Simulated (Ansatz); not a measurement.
Cost and result for the atomization energy of `N[CH2][SnH2][NH2]` (12 atoms, 11 bonds).

```
atom    x (Å)    y (Å)    z (Å)
  N1  -0.2828   1.7789   0.0938
  C2  -0.9752   0.6153  -0.4454
 Sn3   0.4513  -1.0054  -0.5464
  N4   1.1433  -1.4766   1.3061
  H5  -0.9251   2.5429   0.2677
  H6   0.4126   2.1220  -0.5566
  H7  -1.4691   0.7672  -1.4152
  H8  -1.7435   0.2980   0.2641
  H9  -0.2005  -2.4434  -1.2067
 H10   1.8053  -0.4617  -1.4451
 H11   0.5147  -2.0901   1.8091
 H12   1.2690  -0.6471   1.8745
```

Total charge 0; spin multiplicity 1. Correlated methods include outer-core shells of Sn, which these sets cover unevenly. Sn: def2 effective core potential. The structure was optimised at the PBE0-D4/def2-TZVP level. It is one conformer, not always the lowest. Program: Ansatz. All runs use 4 threads of an Arm Neoverse V2 on a shared host. Times are those of one run each, without the atoms' runs, and a repeat can differ threefold. Electronic energies, without spin–orbit coupling; frozen cores. CCSD(T)/CBS adds CCSD(T) − MP2 in def2-TZVPP to the MP2 limit, and its time is that of the two runs behind it. T1 = 0.012. With those shells the extrapolation isn't a true limit.

CCSD(T)/CBS is a level of theory with its own doubt, some kJ/mol a heavy atom from the limit and from the frozen cores, so smaller differences don't rank the functionals.

| level | functions | wall time | atomization (kJ/mol) | difference from CCSD(T)/CBS | per bond |
| --- | --- | --- | --- | --- | --- |
| LDA (SPW92)/def2-TZVPP | 255 | 1.4 s | 4345.9 | 541.3 | 49.2 |
| revPBE-D4/def2-TZVPP | 255 | 2.2 s | 3746.3 | -58.3 | -5.3 |
| PBE-D4/def2-TZVPP (with forces) | 255 | 2.8 s | 3842.2 | 37.6 | 3.4 |
| BHLYP-D4/def2-TZVPP | 255 | 3.4 s | 3674.7 | -129.9 | -11.8 |
| CAM-B3LYP-D4/def2-TZVPP | 255 | 3.6 s | 3811.4 | 6.8 | 0.6 |
| r2SCANh-D4/def2-TZVPP | 255 | 5.5 s | 3731.0 | -73.6 | -6.7 |
| PBE-QIDH/def2-TZVPP | 255 | 6 s | 3723.9 | -80.7 | -7.3 |
| B2PLYP/def2-TZVPP | 255 | 6.5 s | 3736.0 | -68.6 | -6.2 |
| ωB97X-V/def2-TZVPP | 255 | 8.5 s | 3811.5 | 6.9 | 0.6 |
| CCSD(T)/def2-SVP | 108 | 8.5 s | 3498.7 | -305.9 | -27.8 |
| MP2/def2-QZVPP | 493 | 24 s | 3752.4 | -52.2 | -4.7 |
| CCSD(T)/def2-TZVPP | 255 | 4.4 min | 3685.1 | -119.5 | -10.9 |
| CCSD(T)/CBS(def2) | – | 4.8 min | 3804.6 | 0.0 | 0.0 |

In def2-TZVPP, CCSD(T) changes the Hartree–Fock value by +1133.1 kJ/mol (the triples alone add +58.2 kJ/mol) and MP2 by +1128.9 kJ/mol; breaking electron pairs costs correlation energy, which Hartree–Fock lacks. From r2SCAN to r2SCAN0 (25 % exact exchange), in def2-TZVPP and without D4, the atomization energy moves by −59.1 kJ/mol: exact exchange takes away binding that semilocal exchange gives to molecules. The D4 term adds +35.0 kJ/mol with B3LYP and +18.5 kJ/mol with PBE0; it sums over pairs of atoms, weighted by their polarisabilities, and B3LYP, whose exchange is more repulsive, gets the larger term.

B3LYP here is the variant with VWN-RPA as its local correlation; programs differ in this.

Spin–orbit coupling would lower the free Sn atoms strongly, and the atomization energy with them, by more than many differences here. For some Ge, Se and Sn compounds the MP2-based and the directly extrapolated limit differ by 10 to 25 kJ/mol.
